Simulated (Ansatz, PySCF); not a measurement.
This Ansatz (an electronic-structure program) input computes a CAM-B3LYP/def2-TZVPD energy:

Ansatz 0.2 input:
```yaml
crystal:
  periodic: [false, false, false]
  atoms:
    - {symbol: C, position_ang: [-0.13704582, -0.51533626, -0.94136449]}
    - {symbol: C, position_ang: [-1.25989771, -0.60727356, 0.06419813]}
    - {symbol: Cl, position_ang: [-2.05367731, 1.18681658, 0.04822988]}
    - {symbol: C, position_ang: [1.09985487, 0.21190739, -0.43394654]}
    - {symbol: Cl, position_ang: [2.14301352, -0.80070708, 0.68655903]}
    - {symbol: H, position_ang: [0.14458868, -1.54118430, -1.21526243]}
    - {symbol: H, position_ang: [-0.38720526, 0.00380284, -1.89413215]}
    - {symbol: H, position_ang: [-2.08262904, -1.14643420, -0.42627624]}
    - {symbol: H, position_ang: [1.77630394, 0.50116693, -1.23813434]}
    - {symbol: H, position_ang: [0.81275831, 1.08300156, 0.14907087]}
basis:
  gaussian:
    orbitals: def2-TZVPD
hamiltonian:
  xc: {name: CAM-B3LYP}
total_charge: -1
output: {forces: true}
```

Q: Write an input for the same energy in PySCF and say what it gives.

A: 
```python
from pyscf import gto, scf, dft

mol = gto.M(
    atom='''
    C    -0.13704582   -0.51533626   -0.94136449
    C    -1.25989771   -0.60727356    0.06419813
    Cl   -2.05367731    1.18681658    0.04822988
    C     1.09985487    0.21190739   -0.43394654
    Cl    2.14301352   -0.80070708    0.68655903
    H     0.14458868   -1.54118430   -1.21526243
    H    -0.38720526    0.00380284   -1.89413215
    H    -2.08262904   -1.14643420   -0.42627624
    H     1.77630394    0.50116693   -1.23813434
    H     0.81275831    1.08300156    0.14907087
    ''',
    basis='def2-tzvpd',
    charge=-1,
    spin=0,
    verbose=4,
)

mf = dft.RKS(mol, xc='camb3lyp').density_fit(auxbasis='def2-universal-jkfit')
mf.grids.level = 3
mf.conv_tol = 1e-9
mf.max_cycle = 100
mf.max_memory = 1500
mf.kernel()
if not mf.converged:
    mf = mf.newton()
    mf.kernel(mf.make_rdm1())
mf.analyze()
```
It gives -1037.73227 Eh, and Ansatz -1037.73219 Eh, a difference of 0.08 mEh, from the treatment of integrals and grids.

It need not be the lowest isomer of its formula. Whether it binds its extra electron was not tested at this geometry.
